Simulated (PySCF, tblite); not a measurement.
Compound: C3H6AlClSi.
SMILES: `[Cl][AlH][C@@H]1C=C[SiH2]1`

Jobs on this species (12 atoms, 68 electrons) with PySCF (density fitting) and tblite. Hardware of each: one thread, Arm Neoverse N1 (aarch64), on a shared host. Other jobs ran on the host; a repeat could differ by tens of per cent or more.

Task: Rank these jobs by wall time, shortest first.
A. GFN2-xTB; Hessian by finite differences
B. GFN2-xTB; L-BFGS relaxation
C. PBE0/pcSseg-1; shieldings, ring-centre shieldings, charges and field gradients, density and orbital grids written; 153 basis functions

Result: A (0.72 s), B (1.2 s), C (44 s).

All jobs:

```csv
level and settings,work,basis functions,SCF cycles,wall time
GFN2-xTB,Hessian by finite differences,–,–,0.72 s
GFN2-xTB,L-BFGS relaxation,–,–,1.2 s
PBE0/pcSseg-1,"shieldings, ring-centre shieldings, charges and field gradients, density and orbital grids written",153,13,44 s
B3LYP/def2-SVPD,"8 singlets by full TDDFT, 3 Tamm–Dancoff triplets, polarisability",183,14,45 s
```

Task: What do all jobs in the table cost together?

Result: About 91 s; the longest takes about 49 % of that, and about 62 times as long as the shortest.
